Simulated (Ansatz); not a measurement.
Gas-phase electronic energies from Ansatz, PBE0-D4/def2-TZVP geometries. CCSD(T)/CBS adds triple-zeta CCSD(T) − MP2 to the extrapolated MP2 energy (def2 sets, frozen cores). This one scheme is used for every species. Functionals use def2-TZVPP. B3LYP here is the variant with VWN-RPA as its local correlation; programs differ in this. HSE06 is defined as in plane-wave codes. Each species was taken in one conformer, which may not be the lowest.

Consider the ligand exchange at the Si–S bond: `O[Si](O)(F)S` + H–F → `O[Si](O)(F)F` + H₂S.

```csv
level,ΔE (kcal/mol),difference from CCSD(T)/CBS
LDA (SPW92),-20.6,2.0
PBE-D4,-19.1,3.5
revPBE-D4,-18.0,4.6
BLYP-D4,-21.9,0.7
r2SCAN-D4,-23.1,-0.5
B97M-V,-24.2,-1.6
PBE0-D4,-20.3,2.3
B3LYP-D4,-22.9,-0.3
r2SCANh-D4,-23.1,-0.5
r2SCAN0-D4,-23.2,-0.6
HSE06-D4,-20.2,2.4
BHLYP-D4,-24.6,-2.0
CAM-B3LYP-D4,-24.7,-2.1
ωB97X-V,-22.9,-0.3
ωB97M-V,-22.9,-0.3
B2PLYP,-24.4,-1.8
PBE,-20.4,2.2
revPBE,-20.4,2.2
BLYP,-24.5,-1.9
r2SCAN,-23.4,-0.8
PBE0,-21.4,1.2
r2SCANh,-23.5,-0.9
r2SCAN0,-23.6,-1.0
HSE06,-21.3,1.3
BHLYP,-26.6,-4.0
CAM-B3LYP,-25.9,-3.3
LC-ωPBE,-22.4,0.2
RPA@PBE/def2-TZVPP,-24.1,-1.5
HF/def2-SVP,-26.3,-3.7
MP2/def2-SVP,-23.1,-0.5
CCSD/def2-SVP,-24.3,-1.7
MP2/def2-TZVPP,-22.3,0.3
CCSD/def2-TZVPP,-24.6,-2.0
CCSD(T)/def2-TZVPP,-23.5,-0.9
HF/def2-QZVPP,-29.9,-7.3
MP2/def2-QZVPP,-21.9,0.7
SCS-MP2/def2-QZVPP,-23.7,-1.1
HF/CBS(def2),-30.0,-7.4
MP2/CBS(def2),-21.3,1.3
CCSD/CBS(def2),-23.7,-1.1
CCSD(T)/CBS,-22.6,0
```

Largest T1 diagnostic among the species: 0.012.

The D4 term adds +2.1 kcal/mol with B3LYP and +1.1 kcal/mol with PBE0; it sums over pairs of atoms, weighted by their polarisabilities, and B3LYP, whose exchange is more repulsive, gets the larger term. At CCSD(T), def2-SVP lies −1.1 kcal/mol from the extrapolated value and def2-TZVPP −0.9 kcal/mol.

CCSD(T)/CBS has its own doubt, a few kJ/mol and more with outer-core shells, so smaller differences from it don't rank the levels.
